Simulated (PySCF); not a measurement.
**Frontier levels across methods**

Species: C2H7ClSi2.
Cartesian coordinates in Å at the PBE0-D3(BJ)/def2-SVP level; atoms count from 1:
```
atom  x, y, z in Å
Cl1    1.599   -2.406    0.302
C2     0.866   -0.923   -0.350
Si3    0.916    0.712    0.643
C4    -0.819    1.128   -0.021
Si5   -1.035   -0.721   -0.414
H6     1.286   -0.746   -1.356
H7     0.893    0.441    2.110
H8     2.026    1.659    0.316
H9    -0.774    1.741   -0.936
H10   -1.533    1.589    0.677
H11   -1.704   -1.084   -1.701
H12   -1.677   -1.454    0.715
```

Basis pcSseg-2 throughout (PySCF), one geometry. One conformer (not necessarily the lowest) at the PBE0-D3(BJ)/def2-SVP geometry, without solvent, vibrations or thermal averaging.

How do the orbital energies, the gap and the dipole change with the method?

```json
{"method": "BLYP", "kind": "GGA", "HOMO (eV)": "-6.09", "LUMO (eV)": "-1.11", "gap (eV)": "4.99", "μ (D)": "2.39", "SCF cycles": "15"}
{"method": "B97-D", "kind": "GGA", "HOMO (eV)": "-6.22", "LUMO (eV)": "-1.09", "gap (eV)": "5.12", "μ (D)": "2.42", "SCF cycles": "16"}
{"method": "OPBE", "kind": "GGA", "HOMO (eV)": "-6.23", "LUMO (eV)": "-1.06", "gap (eV)": "5.17", "μ (D)": "2.40", "SCF cycles": "15"}
{"method": "PBE", "kind": "GGA", "HOMO (eV)": "-6.24", "LUMO (eV)": "-1.24", "gap (eV)": "4.99", "μ (D)": "2.39", "SCF cycles": "16"}
{"method": "KT2", "kind": "GGA", "HOMO (eV)": "-6.32", "LUMO (eV)": "-1.36", "gap (eV)": "4.95", "μ (D)": "2.41", "SCF cycles": "16"}
{"method": "BP86", "kind": "GGA", "HOMO (eV)": "-6.33", "LUMO (eV)": "-1.25", "gap (eV)": "5.08", "μ (D)": "2.41", "SCF cycles": "15"}
{"method": "KT3", "kind": "GGA", "HOMO (eV)": "-6.33", "LUMO (eV)": "-1.27", "gap (eV)": "5.07", "μ (D)": "2.40", "SCF cycles": "16"}
{"method": "LDA", "kind": "LDA", "HOMO (eV)": "-6.36", "LUMO (eV)": "-1.46", "gap (eV)": "4.89", "μ (D)": "2.42", "SCF cycles": "14"}
{"method": "B97-2", "kind": "global hybrid", "HOMO (eV)": "-7.21", "LUMO (eV)": "-0.43", "gap (eV)": "6.79", "μ (D)": "2.48", "SCF cycles": "13"}
{"method": "B3LYP", "kind": "global hybrid", "HOMO (eV)": "-7.23", "LUMO (eV)": "-0.66", "gap (eV)": "6.58", "μ (D)": "2.47", "SCF cycles": "14"}
{"method": "PBE0", "kind": "global hybrid", "HOMO (eV)": "-7.46", "LUMO (eV)": "-0.46", "gap (eV)": "7.00", "μ (D)": "2.48", "SCF cycles": "13"}
{"method": "mPW1PW91", "kind": "global hybrid", "HOMO (eV)": "-7.48", "LUMO (eV)": "-0.45", "gap (eV)": "7.03", "μ (D)": "2.48", "SCF cycles": "13"}
{"method": "BHandHLYP", "kind": "global hybrid", "HOMO (eV)": "-8.57", "LUMO (eV)": "0.31", "gap (eV)": "8.88", "μ (D)": "2.57", "SCF cycles": "12"}
{"method": "CAM-B3LYP", "kind": "range-separated hybrid", "HOMO (eV)": "-8.77", "LUMO (eV)": "0.45", "gap (eV)": "9.22", "μ (D)": "2.52", "SCF cycles": "12"}
{"method": "wB97X-D", "kind": "range-separated hybrid", "HOMO (eV)": "-9.28", "LUMO (eV)": "1.24", "gap (eV)": "10.52", "μ (D)": "2.53", "SCF cycles": "13"}
{"method": "LC-wPBE", "kind": "range-separated hybrid", "HOMO (eV)": "-10.11", "LUMO (eV)": "1.56", "gap (eV)": "11.67", "μ (D)": "2.54", "SCF cycles": "13"}
{"method": "HF", "kind": "Hartree–Fock", "HOMO (eV)": "-10.33", "LUMO (eV)": "2.21", "gap (eV)": "12.53", "μ (D)": "2.70", "SCF cycles": "10"}
```

The HOMO spans 4.23 eV, from BLYP down to HF, and the gap runs from 4.89 eV (LDA) to 12.53 eV (HF). Over the methods BLYP (0 %), B97-D (0 %), OPBE (0 %), PBE (0 %), KT2 (0 %), BP86 (0 %), KT3 (0 %), LDA (0 %), B97-2 (21 %), B3LYP (20 %), PBE0 (25 %), mPW1PW91 (25 %), BHandHLYP (50 %), HF (100 %), a straight line through the gap against the share of exact exchange rises by 0.76 eV for each 10 % (correlation coefficient 0.999). The dipole ranges from 2.39 D (BLYP) to 2.70 D (HF). This basis has no diffuse functions.

The vertical ΔSCF ionisation energy at CAM-B3LYP/def2-SVPD is 9.58 eV; −ε(HOMO) comes closest to it with wB97X-D (9.28 eV).
